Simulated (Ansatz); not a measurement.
Consider the redistribution: `C[SiH](N)O[SiH3]` + `[CH3][GeH2][CH2]N` → `N[SiH](N)O[SiH3]` + `C[CH2][GeH2][CH3]`.

Gas-phase electronic energies from Ansatz, PBE0-D4/def2-TZVP geometries. CCSD(T)/CBS is the MP2 limit (def2-TZVPP, def2-QZVPP) plus CCSD(T) − MP2 in def2-TZVPP, frozen cores. Functionals use def2-TZVPP. B3LYP here is the variant with VWN-RPA as its local correlation; programs differ in this. For Ge outer-core shells are correlated without core-valence functions, which leaves a few kJ/mol of doubt a bond. Scalar relativity is left out up to krypton. Each species was taken in one conformer, which may not be the lowest.

```csv
level,ΔE (kJ/mol),difference from CCSD(T)/CBS
PBE-D4,-99.3,11.7
r2SCAN-D4,-107.7,3.3
PBE0-D4,-103.7,7.3
B3LYP-D4,-106.6,4.4
ωB97X-V,-105.3,5.7
ωB97M-V,-107.0,4.0
B2PLYP,-108.5,2.5
PBE,-97.7,13.3
r2SCAN,-107.3,3.7
PBE0,-102.3,8.7
B3LYP,-104.1,6.9
HF/def2-TZVPP,-113.0,-2.0
MP2/def2-TZVPP,-114.2,-3.2
SCS-MP2/def2-TZVPP,-112.5,-1.5
CCSD/def2-TZVPP,-110.5,0.5
CCSD(T)/def2-TZVPP,-109.8,1.2
HF/def2-QZVPP,-113.5,-2.5
MP2/def2-QZVPP,-115.0,-4.0
SCS-MP2/def2-QZVPP,-113.4,-2.4
HF/CBS(def2),-113.5,-2.5
MP2/CBS(def2),-115.3,-4.3
CCSD/CBS(def2),-111.6,-0.6
CCSD(T)/CBS,-111.0,0
```

Largest T1 diagnostic among the species: 0.011.

From PBE to PBE0 (25 % exact exchange), in def2-TZVPP and without D4, ΔE moves by −4.6 kJ/mol.
